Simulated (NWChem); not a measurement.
System: C2H6Si; SMILES C=C[SiH3]

```xyz
9

Si    -0.0575    -1.0767     0.0003
C      0.5297     0.6989     0.0007
C     -0.2933     1.7538    -0.0008
H      0.4678    -1.8125    -1.1919
H     -1.5519    -1.1012    -0.0262
H      0.4235    -1.7991     1.2193
H      1.6116     0.8899     0.0030
H      0.0815     2.7838     0.0005
H     -1.3833     1.6384    -0.0038
```
Atoms are numbered in this order, from 1.

Program: NWChem. Pople sets run with spherical d functions. The geometry was optimised at PBE0/def2-SVP. GIAO values for the isolated, static molecule; σ is the absolute isotropic shielding, δ = σ(reference) − σ with the isolated reference molecule computed at the same levels (13C: tetramethylsilane, 1H: tetramethylsilane, 29Si: tetramethylsilane).

```csv
level,δ Si1 (ppm),δ C2 (ppm),δ C3 (ppm),δ H4 (rotor mean) (ppm),δ H7 (ppm),δ H8 (ppm),δ H9 (ppm)
PBE/pcSseg-1,(withheld),(withheld),(withheld),4.26,6.29,6.32,6.30
PBE0/pcSseg-1,-66.0,137.6,146.9,4.18,6.29,6.35,6.34
B3LYP/6-31G*,-36.9,120.8,130.8,4.26,5.87,6.03,6.07
```

Complete the blanks.


- PBE/pcSseg-1, δ Si1 (ppm): -69.9
- PBE/pcSseg-1, δ C2 (ppm): 136.4
- PBE/pcSseg-1, δ C3 (ppm): 144.4
